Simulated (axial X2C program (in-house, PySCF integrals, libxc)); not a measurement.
## Low determinants of HfBr⁺ at the PBE0 level, scalar-relativistic

Calculated with an axial X2C code built on PySCF integrals. Spin-free means the one-electron spin-free X2C Hamiltonian. Basis: Hf dyall-cv3z [13s14p9d7f4g], Br dyall-cv3z [8s9p6d4f1g] (cores contracted in-house); Gaussian nuclei, density fitting, unrestricted open shells. Masses: Hf 179.947 u, Br 78.918 u.

Search at 2.361 Å (vertical energies from the lowest determinant):

```json
{"ΔE (eV)": "0.00", "state": "M_S = 1, Λ = 2", "electrons beyond evenly filled partner blocks": "σα, δ+α", "electrons in σ, π, δ, φ": "41 44 17 4"}
{"ΔE (eV)": "0.02", "state": "M_S = 0, Λ = 0", "electrons beyond evenly filled partner blocks": "closed shell", "electrons in σ, π, δ, φ": "42 44 16 4"}
{"ΔE (eV)": "0.71", "state": "M_S = 1, Λ = 1", "electrons beyond evenly filled partner blocks": "σα, π+α", "electrons in σ, π, δ, φ": "41 45 16 4"}
{"ΔE (eV)": "0.75", "state": "M_S = 0, Λ = 2", "electrons beyond evenly filled partner blocks": "σα, δ+β", "electrons in σ, π, δ, φ": "41 44 17 4"}
{"ΔE (eV)": "1.01", "state": "M_S = 0, Λ = 1", "electrons beyond evenly filled partner blocks": "σα, π+β", "electrons in σ, π, δ, φ": "41 45 16 4"}
{"ΔE (eV)": "1.33", "state": "M_S = 1, Λ = 0", "electrons beyond evenly filled partner blocks": "δ+α, δ-α", "electrons in σ, π, δ, φ": "40 44 18 4"}
{"ΔE (eV)": "1.59", "state": "M_S = 1, Λ = 3", "electrons beyond evenly filled partner blocks": "π+α, δ+α", "electrons in σ, π, δ, φ": "40 45 17 4"}
```

Lowest determinant, M_S = 1, Λ = 2 (beyond evenly filled blocks: σα, δ+α): Re = 2.355 Å, ωe = 304.9 cm⁻¹.

The determinant in row 2 of the search, M_S = 0, Λ = 0 (closed shell), was followed along the bond at PBE0; measured from the minimum of the lowest determinant it gives:

Te = 0.006 eV (47 cm⁻¹), Re = 2.321 Å, ωe = 320.9 cm⁻¹.

Task: Compare the bond of the determinant in row 2 with that of the lowest one.

Result: At PBE0 its Re is 0.034 Å shorter and its force constant, which goes as ωe², is 1.11 times that of the lowest determinant. T0 ≈ Te + Δωe/2 = 47 + (8) = 55 cm⁻¹.

The search compares states at one distance, so a state with another bond length can lie lower; it is not exhaustive and yields mostly the lowest determinant of each block pattern, so other components and higher states of one pattern are missing. These are energies of single determinants, not of spin-adapted states; PBE0 term energies can be off by some tenths of an eV, and the functional has no current term. The lowest determinant need not be the ground state where others lie within half an eV. Spin–orbit coupling is large for these atoms, so the spin-free order is a model.
